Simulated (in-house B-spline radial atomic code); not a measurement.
Checks on a self-consistent run for Hf VI (Hf5+), [Kr] 4d10 4f14 5s2 (5p1/2)1 (5p3/2)4. Method: Dirac-Hartree-Fock, average of the jj configuration, Fermi nucleus of rms radius 5.347 fm. Calculated with an all-electron radial atomic-structure program (B-spline basis).

```
orbital  q       ε (Eh)    <1/r>         <r²>  small-component weight
  1s1/2  2  -2418.66665  83.7752  0.000495037                0.073343
  2s1/2  2   -420.34052   20.324   0.00757403                0.016565
  2p1/2  2   -400.64833   20.248   0.00544588                0.016583
  2p3/2  4   -356.75762  17.2191   0.00664676                0.015068
  3s1/2  2    -99.63725  7.47117    0.0494371               0.0054397
  3p1/2  2    -90.93317  7.37189    0.0456349               0.0053654
  3p3/2  4    -81.37959  6.59706    0.0522025               0.0049419
  3d3/2  4    -66.85898  6.46875    0.0408212               0.0047975
  3d5/2  6    -64.79625  6.28303    0.0426365                0.004677
  4s1/2  2    -22.94974    3.103     0.248153               0.0017371
  4p1/2  2    -19.33124  2.98609     0.258696               0.0016439
  4p3/2  4    -17.14235  2.73482      0.29246               0.0015011
  4d3/2  4    -11.20034  2.50989     0.325066               0.0013044
  4d5/2  6    -10.79392  2.44331     0.339581               0.0012591
  4f5/2  6     -3.37725  1.97086     0.514689               0.0008663
  4f7/2  8     -3.31204   1.9384      0.53485              0.00084382
  5s1/2  2     -5.02564  1.17853       1.4246              0.00036361
  5p1/2  1     -3.93624  1.07447       1.6884              0.00031162
  5p3/2  4     -3.56597  0.98771      1.93168              0.00027202
```

Electron-electron repulsion V_ee = 5475.9350 hartree.

**Question.** What total energy follows from the eigenvalues?

**Answer.** The eigenvalues count the repulsion twice, so E = Σqε - V_ee = -9606.922 - 5475.935 = -15082.857 hartree; the run printed -15082.857.

**Question.** Does the Dirac virial theorem hold?

**Answer.** For a point nucleus E = -2c²Σq·w, with w the small-component weight. Here Σq·w = 0.4015 and c = 137.0360, so the ratio E/(-2c²Σq·w) is 1.000231; the finite nucleus accounts for the departure from 1.

**Question.** What diamagnetic shielding (Lamb formula) and susceptibility (Langevin formula) do the radii give?

**Answer.** σ = (α²/3)Σq<1/r> = 519.75/(3·137.036²) = 9225.8 ppm, and χ = -0.79199×10⁻⁶·Σq<r²> = -20.61×10⁻⁶ cm³/mol with Σq<r²> = 26.024 bohr². Both are non-relativistic formulas without the paramagnetism of open shells; for so heavy an element the full relativistic shielding is larger by tens of per cent.
